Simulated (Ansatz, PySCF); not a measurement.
The same groups moved round the core (propene cyano+boryl). Gas-phase values, no solvent. One relaxed conformer stands for each flexible species; it need not be the lowest. Strings in code marks are SMILES.

Quantity: electronic energy of isomers of C4H6BN relative to `B/C(C#N)=C/C`, in kcal/mol. The restricted reference of `B/C(C#N)=C\C`, `B/C(C)=C/C#N`, `B/C(C)=C\C#N`, `B/C=C(\C)C#N`, `B/C=C\CC#N`, `BCC(=C)C#N`, `BC/C=C/C#N` and `BC/C=C\C#N` is unstable towards unrestricted orbitals.

Level 1: frozen-core CCSD(T)/cc-pVTZ // CAM-B3LYP-D3(BJ)/def2-TZVP (Ansatz, a program for electronic structure)
Level 2: TPSSh-D3(BJ)/def2-TZVP // CAM-B3LYP-D3(BJ)/def2-TZVP (PySCF)
Level 3: frozen-core MP2/cc-pVTZ // CAM-B3LYP-D3(BJ)/def2-TZVP (Ansatz)
Level 4: M06-2X/6-31G* // CAM-B3LYP-D3(BJ)/def2-TZVP (PySCF)

| species | level 2 | level 3 | level 4 |
|---|---|---|---|
| `B/C(C)=C/C#N` | 4.08 | 3.78 | 4.18 |
| `BC/C=C/C#N` | 8.73 | 8.78 | 9.00 |
| `B/C(C#N)=C\C` | 2.71 | 3.04 | 2.67 |
| `BC/C=C\C#N` | 7.99 | 7.96 | 8.29 |
| `B/C=C\CC#N` | 9.14 | 8.67 | 9.21 |
| `B/C=C(\C)C#N` | 4.35 | 4.06 | 4.87 |
| `B/C(C)=C\C#N` | 6.10 | 5.83 | 5.87 |
| `BCC(=C)C#N` | 10.2 | 9.00 | 10.0 |

**Question.** What does level 1 give for each, and how far do the other levels lie from it on average?

**Answer.** 
- `B/C(C)=C/C#N`: 3.77
- `BC/C=C/C#N`: 8.18
- `B/C(C#N)=C\C`: 2.70
- `BC/C=C\C#N`: 7.57
- `B/C=C\CC#N`: 7.91
- `B/C=C(\C)C#N`: 4.13
- `B/C(C)=C\C#N`: 5.62
- `BCC(=C)C#N`: 8.72
Mean absolute difference from level 1, which has limits of its own, over these rows (drawn at random from the members that have all these levels): level 2 0.59 kcal/mol, level 3 0.33 kcal/mol, level 4 0.69 kcal/mol.
